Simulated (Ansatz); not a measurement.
# What each rung costs, and what it gives

The pair of Br⁻ (SMILES [Br-], atom 1) and C$_{2}$H$_{6}$ (SMILES CC, atoms 2–9), both closed shells, in one local arrangement (a lower one may exist), relaxed at PBE0-D4/def2-TZVPD:

| atom | x (Å) | y (Å) | z (Å) |
| --- | --- | --- | --- |
| Br1 | 0.7122 | 0.5626 | -3.3364 |
| C2 | -0.7913 | -0.1604 | 0.1363 |
| C3 | 0.6033 | 0.0164 | 0.7100 |
| H4 | -1.4943 | 0.5626 | 0.5634 |
| H5 | -0.7609 | -0.0142 | -0.9478 |
| H6 | -1.1837 | -1.1624 | 0.3395 |
| H7 | 1.2973 | -0.6957 | 0.2577 |
| H8 | 0.6277 | -0.1206 | 1.7975 |
| H9 | 0.9898 | 1.0118 | 0.4797 |

Interaction energies are counterpoise-corrected; the time is that of the whole pair.

Program: Ansatz 0.2.0. Basis: as named in each row. Cores are frozen in the correlated methods. Filled d shells of the heavier atoms are correlated. The def2 sets are not built for correlating such inner shells, so the correlated values are less sure here. B3LYP uses VWN-RPA correlation. Extrapolation: Hartree–Fock as exp(−7.88 √X), correlation as X^−2.97.

Times are rough, for one single point on 4 threads of a shared host (Intel Xeon 6975P-C).

The estimate by CCSD(T) at an estimated basis limit (MP2 extrapolated from triple and quadruple zeta, plus CCSD(T) − MP2 in triple zeta) is -3.57 kcal/mol.

| method | basis | time (s) | interaction energy (kcal/mol) | method less estimate |
| --- | --- | --- | --- | --- |
| HF | STO-3G | under 1 | -0.70 | 2.87 |
| SPW92 | def2-SVP | under 1 | -5.36 | -1.79 |
| PBE-D4 | STO-3G | under 1 | -3.40 | 0.17 |
| B3LYP-D4 | 6-31G | under 1 | -3.10 | 0.47 |
| PBE-D4 | def2-SVP | under 1 | -4.28 | -0.71 |
| PBE0-D4 | def2-SVP | under 1 | -3.90 | -0.33 |
| revPBE-D4 | def2-TZVPPD | 1 | -3.79 | -0.23 |
| BLYP-D4 | def2-TZVPPD | 1 | -3.50 | 0.07 |
| PBE-D4 | def2-TZVPPD | 2 | -4.04 | -0.47 |
| wB97M-V | def2-SVP | 2 | -3.38 | 0.19 |
| CCSD(T) | def2-SVP | 2 | -2.02 | 1.55 |
| PBE0-D4 | def2-TZVPPD | 2 | -3.72 | -0.15 |
| B3LYP-D4 | def2-TZVPPD | 2 | -3.49 | 0.08 |
| r2SCAN-D4 | def2-TZVPPD | 2 | -3.48 | 0.09 |
| HSE06-D4 | def2-TZVPPD | 2 | -3.74 | -0.17 |
| B2PLYP | def2-TZVPPD | 3 | -2.50 | 1.07 |
| wB97X-V | def2-TZVPPD | 4 | -3.40 | 0.17 |
| B97M-V | def2-TZVPPD | 4 | -3.59 | -0.02 |
| wB97M-V | def2-TZVPPD | 5 | -3.49 | 0.08 |
| MP2 | def2-QZVPPD | 15 | -3.51 | 0.06 |
| CCSD(T) | def2-TZVPPD | 36 | -3.13 | 0.44 |

No T1 diagnostic of these runs exceeds 0.008.
